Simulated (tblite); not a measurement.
C5H9Ga.
Numbering: `[CH:1]#[C:2][GaH:3][CH2:4][CH2:5][CH3:6]` (hydrogens: H7 on C1; H8 on Ga3; H9, H10 on C4; H11, H12 on C5; H13, H14, H15 on C6)

Computed with GFN2-xTB (tblite), gas phase: L-BFGS steps from a force-field or distance-geometry start until the largest atomic force falls under 0.01 eV/Å.

The end geometry, which sets the zero of energy:
```
atom  x, y, z in Å
C1      4.4692    0.0883    0.8593
C2      3.3591   -0.1334    0.4333
Ga3     1.5450   -0.4914   -0.2505
C4     -0.1908    0.3695    0.3843
C5     -1.3311   -0.2866   -0.4030
C6     -2.6947    0.2890   -0.0366
H7      5.4421    0.2768    1.2243
H8      1.5121   -1.5736   -1.4066
H9     -0.3357    0.2292    1.4626
H10    -0.1847    1.4528    0.2124
H11    -1.3306   -1.3677   -0.2138
H12    -1.1566   -0.1474   -1.4781
H13    -2.8963    0.1488    1.0239
H14    -3.4832   -0.2018   -0.6039
H15    -2.7282    1.3555   -0.2521
```

Task: These geometries come from the run, each turned onto the end geometry. Order them by energy, lowest first.
A.
```
atom  x, y, z in Å
C1      4.3740   -0.2700    1.0556
C2      3.2910   -0.2176    0.5185
Ga3     1.6163   -0.0960   -0.5270
C4     -0.1923    0.5440    0.1730
C5     -1.3289   -0.4093   -0.2183
C6     -2.7125    0.1755    0.0429
H7      5.3139   -0.3257    1.5360
H8      1.8377   -0.5597   -2.0224
H9     -0.1432    0.6495    1.2638
H10    -0.3984    1.5435   -0.2342
H11    -1.2248   -1.3440    0.3388
H12    -1.2579   -0.6520   -1.2840
H13    -2.8778    0.3209    1.1083
H14    -3.4885   -0.4859   -0.3387
H15    -2.8131    1.1348   -0.4569
```
B.
```
atom  x, y, z in Å
C1      4.3460   -0.2298    1.0438
C2      3.3026   -0.1941    0.4333
Ga3     1.5776   -0.1395   -0.5145
C4     -0.1795    0.5778    0.2253
C5     -1.2848   -0.3627   -0.2710
C6     -2.6806    0.1666    0.0382
H7      5.2626   -0.2630    1.5663
H8      1.6289   -0.8098   -1.9488
H9     -0.1603    0.6137    1.3214
H10    -0.3871    1.5976   -0.1227
H11    -1.1551   -1.3483    0.1933
H12    -1.1847   -0.4986   -1.3570
H13    -2.7958    0.3371    1.1071
H14    -3.4380   -0.5469   -0.2796
H15    -2.8562    1.1077   -0.4795
```
C.
```
atom  x, y, z in Å
C1      4.3930   -0.2697    1.0508
C2      3.3054   -0.4478    0.5471
Ga3     1.6090   -0.1389   -0.4046
C4     -0.2070    0.4885    0.1863
C5     -1.3248   -0.4860   -0.2315
C6     -2.6719    0.1741    0.0561
H7      5.3480   -0.1635    1.4959
H8      1.6898   -0.2295   -1.9776
H9     -0.3384    0.7781    1.2293
H10    -0.3314    1.4008   -0.4184
H11    -1.2332   -1.4317    0.3248
H12    -1.2319   -0.7293   -1.2986
H13    -2.8341    0.2396    1.1263
H14    -3.5089   -0.3648   -0.3852
H15    -2.6680    1.1881   -0.3452
```
D.
```
atom  x, y, z in Å
C1      4.4437    0.0622    0.9060
C2      3.3481   -0.1449    0.4360
Ga3     1.5463   -0.4823   -0.2856
C4     -0.1757    0.4299    0.3122
C5     -1.3272   -0.2667   -0.4235
C6     -2.6944    0.2529    0.0103
H7      5.4058    0.2185    1.3134
H8      1.5136   -1.5929   -1.4150
H9     -0.3109    0.3458    1.3972
H10    -0.1644    1.5026    0.0826
H11    -1.2753   -1.3484   -0.2379
H12    -1.2010   -0.1205   -1.5034
H13    -2.8591    0.0572    1.0687
H14    -3.4910   -0.2325   -0.5502
H15    -2.7628    1.3269   -0.1552
```
E.
```
atom  x, y, z in Å
C1      4.4181   -0.0414    0.9634
C2      3.3443   -0.1452    0.4173
Ga3     1.5542   -0.3640   -0.3746
C4     -0.1712    0.4986    0.2770
C5     -1.3112   -0.2968   -0.3716
C6     -2.6892    0.2198    0.0251
H7      5.3632    0.0600    1.4224
H8      1.5131   -1.3754   -1.5925
H9     -0.2432    0.4606    1.3707
H10    -0.2430    1.5567   -0.0026
H11    -1.2282   -1.3543   -0.0853
H12    -1.2066   -0.2518   -1.4639
H13    -2.8507    0.0926    1.0943
H14    -3.4649   -0.3278   -0.5059
H15    -2.7892    1.2762   -0.2182
```

Result: D (0.004 eV), E (0.007 eV), B (0.017 eV), A (0.039 eV), C (0.153 eV).

In the order of the answer:

```
step  E above end (eV)  largest force (eV/Å)  rms force component (eV/Å)  rms distance from end (Å)  rms bond change (Å)  bond most changed (Å)
 108             0.004                  0.08                       0.021                      0.083                0.001          C2–Ga3 -0.001
  98             0.007                  0.04                       0.014                      0.180                0.001          Ga3–C4 -0.003
  72             0.017                  0.02                       0.007                      0.441                0.001          C2–Ga3 -0.002
  29             0.039                  0.12                       0.040                      0.515                0.003          C2–Ga3 +0.007
   9             0.153                  0.22                       0.094                      0.555                0.009          Ga3–C4 -0.029
```

What follows is the cost of the whole relaxation. Time: 0.72 s of wall time. Hardware: one thread, Intel Xeon Platinum 8488C (x86_64) (shared host).
